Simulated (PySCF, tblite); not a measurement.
Species: C8H12.
SMILES with atom numbers: `[CH2:1]=[CH:2][C@H:3]1[CH2:4][CH2:5][C:6](=[CH2:7])[CH2:8]1` (hydrogens: H9, H10 on C1; H11 on C2; H12 on C3; H13, H14 on C4; H15, H16 on C5; H17, H18 on C7; H19, H20 on C8)

Computed with GFN2-xTB (tblite), gas phase: Langevin dynamics at 300 K from the optimised GFN2-xTB geometry, time step 0.5 fs, friction 0.01 fs⁻¹, 2000 steps. Over the second half of the run the saved frames average 252 K.

Frame at 250 fs, instantaneous temperature 244 K:
```
atom  x, y, z in Å
C1      2.941    0.247    0.649
C2      1.673    0.334    1.032
C3      0.508    0.133    0.126
C4     -0.093   -1.266    0.164
C5     -1.543   -1.078   -0.327
C6     -1.876    0.386    0.084
C7     -3.126    0.851   -0.029
C8     -0.640    1.050    0.673
H9      3.681    0.128    1.369
H10     3.287    0.188   -0.387
H11     1.485    0.342    2.125
H12     0.682    0.511   -0.933
H13    -0.031   -1.708    1.166
H14     0.469   -1.982   -0.505
H15    -2.219   -1.729    0.239
H16    -1.581   -1.180   -1.411
H17    -3.841    0.221   -0.526
H18    -3.465    1.773    0.358
H19    -0.639    2.123    0.507
H20    -0.728    0.962    1.798
```

Frame at 425 fs, instantaneous temperature 300 K:
```
atom  x, y, z in Å
C1      3.044   -0.466    0.823
C2      1.833    0.042    1.131
C3      0.596   -0.051    0.364
C4     -0.165   -1.375    0.639
C5     -1.526   -1.090    0.014
C6     -1.786    0.387    0.248
C7     -3.002    0.903    0.251
C8     -0.511    1.062    0.717
H9      3.784   -0.359    1.553
H10     3.389   -0.948   -0.110
H11     1.849    0.592    2.135
H12     0.687   -0.038   -0.710
H13    -0.315   -1.436    1.729
H14     0.419   -2.280    0.318
H15    -2.368   -1.714    0.249
H16    -1.518   -1.275   -1.053
H17    -3.848    0.334   -0.008
H18    -3.174    1.927    0.361
H19    -0.209    2.001    0.242
H20    -0.518    1.226    1.810
```

Frame at 625 fs, instantaneous temperature 266 K:
```
atom  x, y, z in Å
C1      3.086   -0.406    0.759
C2      1.889   -0.542    1.260
C3      0.650   -0.624    0.402
C4     -0.347   -1.483    1.210
C5     -1.708   -1.031    0.861
C6     -1.562    0.430    0.587
C7     -2.528    1.293    0.665
C8     -0.110    0.700    0.303
H9      3.959   -0.193    1.301
H10     3.117   -0.520   -0.340
H11     1.776   -0.530    2.329
H12     0.750   -1.000   -0.636
H13    -0.221   -1.263    2.312
H14    -0.106   -2.539    1.052
H15    -2.422   -1.301    1.625
H16    -2.072   -1.453   -0.092
H17    -3.486    0.956    1.038
H18    -2.515    2.334    0.360
H19    -0.059    1.092   -0.699
H20     0.174    1.481    0.931
```

Frame at 800 fs, instantaneous temperature 247 K:
```
atom  x, y, z in Å
C1      3.019   -1.099    0.754
C2      2.014   -0.683    1.456
C3      0.684   -0.561    0.779
C4     -0.417   -1.306    1.489
C5     -1.735   -0.672    1.098
C6     -1.372    0.816    0.816
C7     -2.322    1.677    0.534
C8      0.130    0.926    0.799
H9      4.042   -1.162    1.100
H10     2.885   -1.285   -0.336
H11     2.059   -0.497    2.490
H12     0.705   -0.955   -0.236
H13    -0.339   -1.332    2.571
H14    -0.445   -2.390    1.256
H15    -2.461   -0.664    1.926
H16    -2.139   -1.170    0.186
H17    -3.305    1.334    0.585
H18    -2.154    2.736    0.321
H19     0.527    1.512   -0.061
H20     0.530    1.423    1.706
```

Frame at 1000 fs, instantaneous temperature 315 K:
```
atom  x, y, z in Å
C1      2.914   -1.734    0.856
C2      1.961   -1.400    1.676
C3      0.587   -1.162    1.178
C4     -0.586   -1.629    1.987
C5     -1.777   -0.760    1.440
C6     -1.100    0.557    1.048
C7     -1.744    1.641    0.637
C8      0.376    0.394    1.119
H9      3.955   -1.808    1.107
H10     2.768   -1.887   -0.279
H11     2.164   -1.082    2.681
H12     0.514   -1.440    0.098
H13    -0.421   -1.453    3.092
H14    -0.884   -2.643    1.909
H15    -2.559   -0.491    2.167
H16    -2.329   -1.212    0.614
H17    -2.810    1.726    0.473
H18    -1.249    2.581    0.551
H19     0.768    0.867    0.248
H20     0.887    0.929    1.967
```

**Question.** What do single points at PBE0/pcSseg-1 (PySCF, gas phase) give on these frames?

**Answer.** 
```tsv
t (fs)	GFN2-xTB E above start (eV)	DFT E above lowest frame (eV)	HOMO (eV)	LUMO (eV)	dipole (D)
250	0.57	0.10	-6.86	0.22	0.58
425	0.68	0.19	-7.01	0.09	0.28
625	0.63	0.25	-6.96	0.41	0.27
800	0.44	0.00	-7.04	0.30	0.33
1000	0.61	0.16	-6.84	0.22	0.17
```

The two levels order the frames alike by energy but for pairs within 0.08 eV at one level; measured from each level's lowest frame they differ by 0.06 eV at most. The HOMO–LUMO gap runs from 7.06 to 7.37 eV. These are instantaneous structures, not minima.

**Question.** And the isotropic GIAO shieldings (ppm) from the same runs?

**Answer.** 
| atom | 250 fs | 425 fs | 625 fs | 800 fs | 1000 fs | mean | range |
| --- | --- | --- | --- | --- | --- | --- | --- |
| C1 | 61.9 | 60.0 | 62.6 | 64.9 | 65.4 | 63.0 | 5.4 |
| C2 | 30.3 | 30.4 | 30.9 | 41.9 | 43.0 | 35.3 | 12.7 |
| C3 | 134.0 | 135.9 | 137.0 | 129.2 | 132.9 | 133.8 | 7.8 |
| C4 | 146.6 | 142.7 | 141.6 | 154.1 | 153.5 | 147.7 | 12.5 |
| C5 | 145.3 | 149.9 | 148.4 | 141.5 | 143.7 | 145.8 | 8.4 |
| C6 | 16.3 | 27.8 | 27.0 | 25.0 | 25.7 | 24.4 | 11.5 |
| C7 | 72.1 | 74.1 | 81.8 | 74.5 | 75.6 | 75.6 | 9.7 |
| C8 | 136.4 | 140.5 | 150.4 | 140.5 | 135.4 | 140.6 | 15.0 |
| H9 | 27.0 | 26.9 | 26.6 | 26.6 | 26.8 | 26.8 | 0.4 |
| H10 | 25.9 | 25.7 | 25.9 | 25.8 | 25.3 | 25.7 | 0.6 |
| H11 | 25.1 | 24.4 | 25.8 | 26.2 | 25.8 | 25.5 | 1.8 |
| H12 | 28.1 | 29.3 | 28.6 | 29.1 | 28.7 | 28.8 | 1.2 |
| H13 | 30.1 | 30.0 | 29.3 | 30.3 | 29.4 | 29.8 | 1.0 |
| H14 | 29.0 | 29.3 | 29.3 | 29.7 | 30.3 | 29.5 | 1.3 |
| H15 | 28.6 | 29.6 | 29.5 | 28.5 | 28.6 | 29.0 | 1.1 |
| H16 | 28.8 | 29.4 | 29.1 | 28.4 | 28.9 | 28.9 | 1.0 |

What follows is the cost of the whole dynamics run. Time: 45 s wall, 40 s CPU; peak memory 0.19 GiB. Hardware: an Intel Xeon at 2.50 GHz with one thread (shared host).
